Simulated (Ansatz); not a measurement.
Geometry optimisation, Ansatz, RKS B3LYP-D4/def2-SVP.

The input (input.yaml):

```yaml
crystal:
  periodic: [false, false, false]
  atoms:
    - { symbol: C, position_ang: [-0.25057, 1.39581, -0.46131] }
    - { symbol: B, position_ang: [-0.61841, -0.11885, -0.20516] }
    - { symbol: B, position_ang: [0.50909, -1.31582, 0.05714] }
    - { symbol: O, position_ang: [1.02454, -1.74683, 1.22102] }
    - { symbol: H, position_ang: [0.81154, 1.60416, -0.56666] }
    - { symbol: H, position_ang: [-0.61896, 1.99154, 0.37597] }
    - { symbol: H, position_ang: [-0.75863, 1.78863, -1.34142] }
    - { symbol: H, position_ang: [-1.77277, -0.35936, -0.24] }
    - { symbol: H, position_ang: [0.95298, -1.92128, -0.86224] }
    - { symbol: H, position_ang: [0.72117, -1.31802, 2.02266] }
basis:
  gaussian: { orbitals: def2-SVP }
hamiltonian:
  xc: b3lyp
  dispersion: d4
relax:
  f_tol: 0.015
  max_steps: 40
output:
  orbitals: {}
```

Run as:

```bash
$ ansatz run input.yaml --threads 1 --pin off --max-ram 2048MiB --backend cpu --events-out ev --progress --plain --runs-dir out
```

Problem. Where does it end, and by what steps?

Solution. It converged. After 11 steps the energy has fallen by 0.072 eV; H7 moved furthest, 0.14 Å.

```tsv
step	energy less start (eV)	largest force component (eV/Å)	accepted
0	0.0000	0.850	yes
1	-0.0589	0.275	yes
2	-0.0629	0.273	yes
3	-0.0700	0.142	yes
4	-0.0712	0.048	yes
5	-0.0716	0.020	yes
6	-0.0718	0.020	yes
7	-0.0720	0.024	yes
8	-0.0721	0.019	yes
9	-0.0721	0.028	yes
10	-0.0721	0.028	no
11	-0.0722	0.010	yes
```

```xyz
10
Properties=species:S:1:pos:R:3
C -0.239 1.400 -0.493
B -0.597 -0.106 -0.237
B 0.522 -1.333 0.083
O 1.022 -1.756 1.275
H 0.824 1.633 -0.657
H -0.544 1.916 0.444
H -0.849 1.870 -1.283
H -1.777 -0.397 -0.299
H 0.962 -1.951 -0.874
H 0.678 -1.278 2.041
```

Whether the end is a true minimum wasn't checked by a vibrational analysis.

Time of the run: 2.9 min on 1 CPU thread of a shared host.
